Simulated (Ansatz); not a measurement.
Species: sum formula BNH2, net charge -1, doublet state. 
Geometry from a B3LYP-D3(BJ)/def2-TZVP (Ansatz, a first-principles code) optimisation:
```xyz
4

B      0.6158     0.4249     0.0306
N     -0.4956    -0.3290    -0.0241
H      1.7714     0.0102     0.0435
H     -1.3813     0.1686    -0.0274
```
Charge -1, spin multiplicity 2.

Basis-set convergence of Hartree-Fock and CCSD(T) correlation energies (hartree) with Ansatz. Cores are frozen in the correlated levels unless marked. UHF or UKS for open shells. Spin-orbit coupling is left out. No relativistic terms. This anion needs diffuse functions, which these sets lack.

```
basis       functions      E(HF)  E(corr, CCSD(T))
----------  ---------  ---------  ----------------
def2-SVP           38  -80.15997          -0.28080
def2-TZVPP         90  -80.26588          -0.34456
def2-QZVPP        174        ___               ___
```

Fill in the missing entries.


- def2-QZVPP, E(HF): -80.27225
- def2-QZVPP, E(corr, CCSD(T)): -0.36423
